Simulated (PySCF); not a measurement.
B(Me)2(SH) (C2H7BS), SMILES CB(C)S.

Coordinates come from a PBE0-D3(BJ)/def2-SVP optimisation. The values are those of a single conformer.

Two levels are set side by side: TDDFT-PBE/def2-SVPD (PySCF) and TDDFT-LC-ωPBE/def2-SVPD (PySCF). Vertical, same geometry. The lowest singlet is HOMO→LUMO 91 % with PBE and HOMO→LUMO+1 85 % with the other functional; states are paired by order. Differences are taken from unrounded values.

```csv
quantity,TDDFT-LC-ωPBE,TDDFT-PBE,TDDFT-PBE minus TDDFT-LC-ωPBE
lowest singlet excitation (eV),6.86,6.12,-0.74
lowest triplet excitation (TDA) (eV),5.52,4.83,-0.70
first bright state (f over 0.05) (eV),6.86,6.12,-0.74
its oscillator strength,0.18,0.17,-0.01
```

Functionals without exact exchange tend to place singlet excitations lower, as here. Differences between two approximate levels are no errors against the true value.

Rough cost on one machine, each run with all the roots and properties that it gave: TDDFT-LC-ωPBE against TDDFT-PBE about 7 times.
